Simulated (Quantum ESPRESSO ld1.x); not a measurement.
Pb+, 81 electrons, occupied as [Xe] 4f14 5d10 6s(up 1, down 0) 6p2 (not the ground configuration).

Method: scalar-relativistic Kohn-Sham, LDA (Slater exchange, Perdew-Zunger correlation), spin-polarised, spherical densities, point nucleus; open shells are filled with parallel spins first; computed with ld1.x of Quantum ESPRESSO 7.5.

Energy parts (hartree):
total: -20870.145
kinetic: 23591.158
electron-nucleus: -52097.338
Hartree: 8011.022
exchange-correlation: -374.987

Orbitals (lengths in bohr, moments of r in powers of bohr; <r^-3> diverges for s and p1/2; r(max) is where P^2 peaks):
\begin{tabular}{lrrrrrr}
orbital & occ. & eigenvalue (hartree) & <r^-3> & <r^2> & <r> & r(max) \\ \hline
1s up & 1 & -3236.84 & - & 0.0003574 & 0.01605 & 0.0098 \\
1s down & 1 & -3236.84 & - & 0.0003574 & 0.01605 & 0.0098 \\
2s up & 1 & -579.275 & - & 0.005424 & 0.06762 & 0.057 \\
2s down & 1 & -579.274 & - & 0.005424 & 0.06762 & 0.057 \\
2p up & 3 & -497.047 & 29540 & 0.004620 & 0.06145 & 0.048 \\
2p down & 3 & -497.046 & 29540 & 0.004620 & 0.06145 & 0.048 \\
3s up & 1 & -139.307 & - & 0.03490 & 0.1746 & 0.162 \\
3s down & 1 & -139.306 & - & 0.03490 & 0.1746 & 0.162 \\
3p up & 3 & -115.738 & 6852 & 0.03615 & 0.1766 & 0.162 \\
3p down & 3 & -115.736 & 6852 & 0.03615 & 0.1766 & 0.162 \\
3d up & 5 & -91.6790 & 832.3 & 0.02994 & 0.1600 & 0.131 \\
3d down & 5 & -91.6779 & 832.4 & 0.02994 & 0.1600 & 0.131 \\
4s up & 1 & -31.7808 & - & 0.1668 & 0.3845 & 0.362 \\
4s down & 1 & -31.7789 & - & 0.1668 & 0.3845 & 0.362 \\
4p up & 3 & -24.0561 & 1688 & 0.1913 & 0.4103 & 0.383 \\
4p down & 3 & -24.0540 & 1688 & 0.1912 & 0.4103 & 0.383 \\
4d up & 5 & -15.1195 & 181.2 & 0.2146 & 0.4312 & 0.390 \\
4d down & 5 & -15.1172 & 181.2 & 0.2146 & 0.4312 & 0.390 \\
5s up & 1 & -5.65660 & - & 0.8147 & 0.8525 & 0.788 \\
5s down & 1 & -5.65164 & - & 0.8139 & 0.8522 & 0.788 \\
4f up & 7 & -5.24546 & 36.73 & 0.2468 & 0.4539 & 0.348 \\
4f down & 7 & -5.24289 & 36.73 & 0.2467 & 0.4539 & 0.348 \\
5p up & 3 & -3.50864 & 316.2 & 1.077 & 0.9766 & 0.881 \\
5p down & 3 & -3.50187 & 316.9 & 1.072 & 0.9750 & 0.881 \\
5d up & 5 & -1.13277 & 21.31 & 1.973 & 1.302 & 1.08 \\
5d down & 5 & -1.11268 & 21.81 & 1.918 & 1.286 & 1.07 \\
6s up & 1 & -0.78464 & - & 5.531 & 2.217 & 1.93 \\
6s down & 0 & -0.72004 & - & 5.460 & 2.199 & 1.91 \\
6p up & 2 & -0.42642 & 28.43 & 9.440 & 2.888 & 2.47 \\
6p down & 0 & -0.35757 & 27.73 & 10.02 & 2.960 & 2.45 \\
\end{tabular}

The highest occupied level is 6p up at -11.603 eV. The configuration is held as typed, so some empty levels lie below it. Summed over all electrons, <r^2> = 59.65 bohr^2, which gives a Langevin (diamagnetic) susceptibility term of -47.2 x 10^-6 cm^3/mol. The density falls to 0.001 e/bohr^3 at r = 4.39 bohr. Spin moment in Bohr magnetons: 3.
